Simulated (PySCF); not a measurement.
## Br2: energy against distance

Set-up: basis Br def2-TZVPPD; no relativity; PySCF 2.14. Energies in eV from Br + Br in their ground configurations at the same level. State: ¹Σg⁺ (singlet), closed shell.

Curves on a restricted Hartree–Fock reference rise too fast on stretching and do not dissociate correctly.

| R (Å) | B3LYP | RHF-CCSD(T) | RHF-SCS-MP2 |
| --- | --- | --- | --- |
| 1.965 | -0.607 |  | -0.714 |
| 2.057 | -1.415 | -1.443 | -1.495 |
| 2.148 | -1.871 | -1.876 | -1.915 |
| 2.216 | -2.047 | -2.034 | -2.062 |
| 2.285 | -2.119 | -2.089 | -2.106 |
| 2.354 | -2.113 | -2.069 | -2.073 |
| 2.445 | -2.019 | -1.961 | -1.945 |
| 2.559 | -1.811 | -1.746 | -1.701 |
| 2.696 | -1.489 | -1.435 | -1.347 |
| 2.879 | -1.022 |  | -0.857 |

Put a parabola through the three lowest points of the B3LYP curve and estimate Re, k and ωe (reduced mass 39.46 u; 1 eV/Å² = 0.16022 mdyn/Å; ωe = 1302.8·√(k/μ) cm⁻¹).

Through R = 2.216, 2.285, 2.354 Å the second-order coefficient is 8.19 eV/Å², so Re ≈ 2.314 Å, k ≈ 2.62 mdyn/Å and ωe ≈ 336 cm⁻¹. A polynomial fit of higher order to the unrounded B3LYP energies gives Re = 2.313 Å, k = 2.34 mdyn/Å, ωe = 317 cm⁻¹; anharmonicity and rounding make the difference.

The higher-order fit for each curve: B3LYP: Re = 2.313 Å, ωe = 317 cm⁻¹, De = 2.12 eV; RHF-CCSD(T): Re = 2.298 Å, ωe = 322 cm⁻¹, De = 2.09 eV; RHF-SCS-MP2: Re = 2.286 Å, ωe = 333 cm⁻¹, De = 2.11 eV.

Correlated steps freeze 18 core orbitals. Where the molecule has an RHF reference, its open-shell atoms are computed with UHF.
